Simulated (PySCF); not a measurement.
**Structure from NMR data**

The spectra below were simulated for a compound C$_{6}$H$_{9}$BN$_{2}$O.

$^{1}$H NMR (400 MHz, computed): δ 7.40 (m, 1H), 6.62 (m, 1H), 6.35 (m, 1H), 3.50 (s, 4H), 2.44 (br s, 2H).

$^{13}$C{$^{1}$H} NMR (computed): δ 148.5 (C), 139.0 (CH), 113.3 (CH), 106.0 (CH), 49.2 (CH2, 2C).

[PySCF 2.14.0 with density-fitted response routines: shieldings: GIAO KT2/pcSseg-1; structure optimised with PBE0-D3(BJ)/def2-SVP; one conformer; no relativistic terms; in vacuum; equivalent nuclei averaged]

Referencing at the same level of theory: $^{1}$H and $^{13}$C against TMS.

**Question.** What is the structure?

**Answer.** 
5 carbon signals for 6 carbons: some carbons are equivalent by symmetry or fast rotation. Carbon types of the structure: 1 × C, 3 × CH, 2 × CH2, leaving 2 H on heteroatoms. δC 148.5: substituted aromatic carbon next to the ring oxygen. δC 139.0: aromatic CH next to the ring oxygen. δC 113.3, 106.0: aromatic CH. δC 49.2: sp3 CH2 bonded to N; pulled downfield by the heteroatom. δH 7.40: hydrogen on an aromatic CH next to the ring oxygen; the ring current deshields protons in the ring plane. δH 6.62, 6.35: hydrogen on an aromatic CH; the ring current deshields protons in the ring plane. δH 2.44: hydrogen on a nitrogen bonded to C, B, in a 5-membered ring; exchangeable; this is the value without hydrogen bonding to other molecules.

Structure: SMILES c1coc(B2NCCN2)c1.

The shifts were computed for this structure.

Exchangeable OH/NH protons stand at their gas-phase positions; hydrogen bonding in a real sample shifts them, mostly to higher δ. A carbon bonded to boron is broadened by the quadrupolar boron nucleus and is often missing from a measured spectrum. Shifts are as computed. Against solution values, carbons near 30 ppm lie about +2 ppm off and those near 130 ppm about -5 ppm. Of 1211 compounds with measured shifts, 218 miss one by over three times the rms of a fit or turn the order of signals round; such compounds aren't used in these exercises. No couplings were computed; multiplicities are counted from neighbouring protons, with m where these are inequivalent, close in shift, in a saturated or five-membered ring or joined by F or P, and br s for small geminal =CH2 splittings.
